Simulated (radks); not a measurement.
Ta V, 69 electrons, occupied as [Xe] 4f14 6p1 (not the ground configuration).

Calculated with a radial shooting solver on a logarithmic mesh with Libxc functionals: Dirac Kohn-Sham, BLYP, spin-unpolarised, spherical densities, point nucleus; open shells are shared between the two j in proportion to 2j + 1.

Energy parts (hartree):
| part | energy |
|---|---|
| total | -15623.3482 |
| kinetic | 17543.8365 |
| electron-nucleus | -38850.8691 |
| Hartree | 6000.5310 |
| exchange-correlation | -316.8466 |

Orbitals (lengths in bohr, moments of r in powers of bohr):
orbital,occ.,eigenvalue (hartree),<r^4>,<1/r>,small-component weight
1s1/2,2,-2474.478,6.202e-07,85.48,7.56e-02
2s1/2,2,-426.3077,0.00009332,20.76,1.71e-02
2p1/2,2,-407.4755,0.00005637,20.72,1.72e-02
2p3/2,4,-360.7773,0.00008121,17.50,1.55e-02
3s1/2,2,-98.98133,0.003463,7.615,5.61e-03
3p1/2,2,-90.61972,0.003065,7.529,5.55e-03
3p3/2,4,-80.56629,0.004017,6.699,5.09e-03
3d3/2,4,-66.46101,0.002742,6.592,4.97e-03
3d5/2,6,-64.27113,0.002978,6.395,4.84e-03
4s1/2,2,-21.55281,0.08224,3.196,1.84e-03
4p1/2,2,-18.10764,0.09038,3.085,1.75e-03
4p3/2,4,-15.79194,0.1188,2.795,1.57e-03
4d3/2,4,-10.13496,0.1555,2.578,1.38e-03
4d5/2,6,-9.70973,0.1697,2.508,1.33e-03
5s1/2,2,-4.38700,2.556,1.238,4.09e-04
5p1/2,2,-3.36766,3.815,1.117,3.40e-04
5p3/2,4,-3.02415,5.109,1.022,2.97e-04
4f5/2,6,-2.67615,0.5819,2.027,9.18e-04
4f7/2,8,-2.60281,0.6243,1.997,8.97e-04
6p1/2,0.333333,-1.17645,106.9,0.4614,7.84e-05
6p3/2,0.666667,-1.10955,131.8,0.4358,7.24e-05

The highest occupied level is 6p3/2 at -30.192 eV. Summed over all electrons, <r^2> = 35.82 bohr^2, which gives a Langevin (diamagnetic) susceptibility term of -28.4 x 10^-6 cm^3/mol. The density falls to 0.001 e/bohr^3 at r = 3.95 bohr.
